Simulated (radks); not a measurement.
Spherical quantum dot in the effective-mass picture: electrons in a parabolic well V = omega^2 r^2 / 2 with omega = 2.71, all in effective atomic units (hartree* = m*/eps^2 hartree, bohr* = eps/m* bohr), one dielectric constant everywhere. Calculated with a radial shooting solver with Libxc functionals: non-relativistic Kohn-Sham, exchange-only LDA, spin-polarised, spherical densities. Levels are named by radial order and angular momentum (1s, 1p, 1d, 2s, ...), and open shells are averaged over m. Results are scaled to m* = 0.339 and eps = 12.1, for which hartree* = 63.01 meV and bohr* = 1.889 nm. Each electron was tried in the lowest free levels, single moves between levels near the top were tried too, and the lowest total energy was kept; such a search can miss a lower state. At N = 1 the Hartree and exchange-correlation terms need not cancel, so that row can carry a self-interaction error.

| N | open shells | 2S | E (meV) | mu = E(N) - E(N-1) (meV) | addition energy mu(N+1) - mu(N) (meV) |
|---|---|---|---|---|---|
| 1 | 1s(up 1, down 0) | 1 | 262.106 | 262.11 | 80.53 |
| 2 | none | 0 | 604.744 | 342.64 | 207.5 |
| 3 | 1p(up 1, down 0) | 1 | 1154.91 | 550.16 | 50.08 |
| 4 | 1p(up 2, down 0) | 2 | 1755.15 | 600.24 | 51.13 |
| 5 | 1p(up 3, down 0) | 3 | 2406.52 | 651.37 | 68.60 |
| 6 | 1p(up 3, down 1) | 2 | 3126.49 | 719.97 | 46.55 |
| 7 | 1p(up 3, down 2) | 1 | 3893.01 | 766.52 | 47.71 |
| 8 | none | 0 | 4707.23 | 814.22 | 179.3 |
| 9 | 1d(up 1, down 0) | 1 | 5700.79 | 993.56 | 41.77 |
| 10 | 1d(up 2, down 0) | 2 | 6736.12 | 1035.3 | 41.83 |
| 11 | 1d(up 3, down 0) | 3 | 7813.28 | 1077.2 | 41.71 |
| 12 | 1d(up 4, down 0) | 4 | 8932.14 | 1118.9 | 41.51 |
| 13 | 1d(up 5, down 0) | 5 | 10092.5 | 1160.4 | 55.15 |
| 14 | 1d(up 5, down 1) | 4 | 11308.1 | 1215.5 | 39.28 |
| 15 | 1d(up 5, down 2) | 3 | 12562.9 | 1254.8 | 39.40 |
| 16 | 1d(up 5, down 3) | 2 | 13857.1 | 1294.2 | 39.35 |
| 17 | 1d(up 5, down 4) | 1 | 15190.6 | 1333.6 | 39.22 |
| 18 | none | 0 | 16563.4 | 1372.8 | 51.62 |
| 19 | 2s(up 1, down 0) | 1 | 17987.8 | 1424.4 | 44.76 |
| 20 | none | 0 | 19457.0 | 1469.2 | 136.1 |
| 21 | 1f(up 1, down 0) | 1 | 21062.2 | 1605.3 | 35.36 |
| 22 | 1f(up 2, down 0) | 2 | 22702.9 | 1640.6 | 35.27 |
| 23 | 1f(up 3, down 0) | 3 | 24378.7 | 1675.9 | 35.14 |
| 24 | 1f(up 4, down 0) | 4 | 26089.8 | 1711.0 | 35.00 |
| 25 | 1f(up 5, down 0) | 5 | 27835.8 | 1746.0 | 34.85 |
| 26 | 1f(up 6, down 0) | 6 | 29616.7 | 1780.9 | 34.70 |
| 27 | 1f(up 7, down 0) | 7 | 31432.3 | 1815.6 | 45.33 |
| 28 | 1f(up 7, down 1) | 6 | 33293.2 | 1860.9 | 33.64 |
| 29 | 1f(up 7, down 2) | 5 | 35187.8 | 1894.6 | 33.57 |
| 30 | 1f(up 7, down 3) | 4 | 37115.9 | 1928.1 | 33.48 |
| 31 | 1f(up 7, down 4) | 3 | 39077.5 | 1961.6 | 33.38 |
| 32 | 1f(up 7, down 5) | 2 | 41072.5 | 1995.0 | 33.26 |
| 33 | 1f(up 7, down 6) | 1 | 43100.8 | 2028.3 | 33.13 |
| 34 | none | 0 | 45162.2 | 2061.4 | 51.89 |
| 35 | 2p(up 1, down 0) | 1 | 47275.4 | 2113.3 | 33.50 |
| 36 | 2p(up 2, down 0) | 2 | 49422.2 | 2146.8 | 33.44 |
| 37 | 2p(up 3, down 0) | 3 | 51602.4 | 2180.2 | 38.72 |
| 38 | 2p(up 3, down 1) | 2 | 53821.4 | 2218.9 | 32.87 |
| 39 | 2p(up 3, down 2) | 1 | 56073.2 | 2251.8 | 32.83 |
| 40 | none | 0 | 58357.8 | 2284.6 | 105.6 |
| 41 | 1g(up 1, down 0) | 1 | 60748.1 | 2390.3 | 30.37 |
| 42 | 1g(up 2, down 0) | 2 | 63168.7 | 2420.6 | - |

All shells are closed at N = 2, 8, 18, 20, 34, 40 (there: 1s2 1p6 1d10 2s2 1f14 2p6); the second difference of the energy has clear peaks (12 % above both neighbours; the first and last values, which can be the largest, are not judged, and half-filled shells can peak too) at N = 2, 5, 8, 13, 18, 20, 27, 34, 37, 40.
